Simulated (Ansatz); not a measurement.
Harmonic frequencies (cm⁻¹) at PBE0-D4/def2-TZVP from Ansatz: 121, 153, 234, 393, 429, 540, 544, 657, 824, 972, 1105, 1152, 1160, 1348, 1424, 1480, 1492, 1500, 1582, 3033, 3082, 3154, 3654, 3929.

Each molecule was computed in one conformer, which needn't be the lowest.

Q: Which molecule is it?
A. `C/C(O)=[N]\[SbH2]`
B. `CNB(O)F`
C. `C[SiH]([AlH2])Cl`
D. `N[SiH]1[SiH2][Ga]1[Cl]`

A: B.
